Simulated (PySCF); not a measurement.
Telling isomers of C6H7F3O2 apart by NMR

Level of theory: σ from GIAO-PBE0/pcSseg-1, GFN2-xTB geometry, in PySCF 2.14.0 with density-fitted response routines (no solvent, one computed conformer, non-relativistic Hamiltonian, averaged over atoms made equivalent by symmetry, fast rotation or ring inversion).

Scale: ¹H (σ = 31.72 ppm), ¹³C (σ = 186.93 ppm) vs TMS (reference shieldings calculated alike). Splittings of carbon signals by F and P are missing where no couplings were computed. Where no couplings were computed, multiplicities follow the n + 1 count of equivalent neighbours, and m marks all less simple cases (inequivalent or close neighbours, rings, F or P nearby). Shifts are as computed. Against solution values, carbons near 30 ppm lie about +3 ppm off and those near 130 ppm about +5 ppm. Of 1211 compounds with measured shifts, 218 miss one by over three times the rms of a fit or turn the order of signals round; such compounds aren't used in these exercises.

(1) Tabulate the signals of `FC(F)(F)[C@H]1OCC12COC2`, `C[C@H]1OCC=C1OC(F)(F)F` and their relative energies.

(2) What is the quickest way to tell FC(F)(F)[C@H]1OCC12COC2 from C[C@H]1OCC=C1OC(F)(F)F?

Results:

(1) 
```json
{"SMILES": "FC(F)(F)[C@H]1OCC12COC2", "carbon types": "2×C 1×CH 3×CH2", "δC": "133.5, 87.2, 83.8, 82.5, 78.2, 45.9", "δH": "5.30 (m, 1H), 5.03 (m, 1H), 5.02 (m, 1H), 4.91 (m, 1H), 4.86 (m, 1H), 4.67 (m, 1H), 4.64 (m, 1H)", "E rel. (kcal/mol)": "28.8"}
{"SMILES": "C[C@H]1OCC=C1OC(F)(F)F", "carbon types": "2×C 2×CH 1×CH2 1×CH3", "δC": "157.7, 130.4, 110.1, 84.3, 77.8, 23.0", "δH": "5.41 (m, 1H), 5.17 (m, 1H), 5.11 (m, 1H), 5.06 (m, 1H), 1.34 (d, 3H)", "E rel. (kcal/mol)": "0.0"}
```

Energies are electronic energies at PBE0/pcSseg-1 on these geometries, without zero-point or thermal terms, each for the one conformer computed, which needn't be the lowest.

(2) Both give the same number of carbon signals, but DEPT or the intensities differ. The first has a quaternary sp3 carbon in a ring (C) at 45.9 ppm, the second a methyl carbon (CH3) at 23.0 ppm. Their most deshielded carbons lie at 133.5 and 157.7 ppm.
